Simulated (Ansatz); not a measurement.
System: C4H8Cl2, net charge 0, singlet state. 
Structure (B3LYP-D3(BJ)/def2-TZVP (Ansatz, an electronic-structure program) minimum search):
SMILES: C(CCl)[C@@H](Cl)C
```xyz
14

C     -2.3265     0.7480     0.5144
C     -0.9958     0.2045     0.0361
C      0.1046     0.3336     1.0767
C      1.4816    -0.1025     0.6208
Cl     2.1038     0.9384    -0.7235
Cl    -1.1968    -1.5530    -0.4249
H     -2.2255     1.8138     0.7343
H     -3.0951     0.6250    -0.2470
H     -2.6534     0.2373     1.4212
H     -0.6912     0.6879    -0.8893
H     -0.1643    -0.2606     1.9556
H      0.1448     1.3798     1.3929
H      1.4753    -1.1200     0.2408
H      2.2061    -0.0175     1.4261
```

Wanted: atomisation energy (electronic, to ground-state atoms), in kJ/mol. Valence correlation only, unless marked. UHF or UKS for open shells. No spin-orbit coupling. Non-relativistic unless marked X2C. The coupled-cluster limit lacks core correlation, which all-electron functionals hold. CBS marks a two-point X^-3 extrapolation of the correlation energy; Hartree-Fock from the larger set.

```tsv
level	program	atomisation energy (kJ/mol)
PBE-D3(BJ)/def2-TZVPD	Ansatz + dftd3	[?]
BLYP-D3(BJ)/def2-TZVPD	Ansatz + dftd3	5241.3
revPBE-D4/def2-TZVPD	Ansatz + dftd4	5280.6
B97M-V/def2-TZVPD	Ansatz	5291.4
PBE0/def2-SVP	Ansatz	5342.9
PBE0-D3(BJ)/def2-TZVP	Ansatz + dftd3	5331.1
BHLYP-D3(BJ)/def2-TZVPD	Ansatz + dftd3	[?]
LC-wPBE-D3(BJ)/def2-TZVPD	Ansatz + dftd3	5296.6
B2GP-PLYP-D4/def2-TZVPD	Ansatz + dftd4	5214.4
B2GP-PLYP/def2-TZVPD	Ansatz	5200.1
CCSD/6-31G	Ansatz	[?]
CCSD/aug-cc-pV(D+d)Z	Ansatz	4907.8
X2C-CCSD(T)/cc-pVTZ-DK	Ansatz	[?]
CCSD(T)/CBS(cc-pV(T+d)Z,cc-pV(Q+d)Z)	Ansatz	5282.3
```

**Question.** Complete the blanks.

**Answer.** 
- PBE-D3(BJ)/def2-TZVPD, atomisation energy (kJ/mol): 5400.1
- BHLYP-D3(BJ)/def2-TZVPD, atomisation energy (kJ/mol): 5150.2
- CCSD/6-31G, atomisation energy (kJ/mol): 4501.3
- X2C-CCSD(T)/cc-pVTZ-DK, atomisation energy (kJ/mol): 5148.7
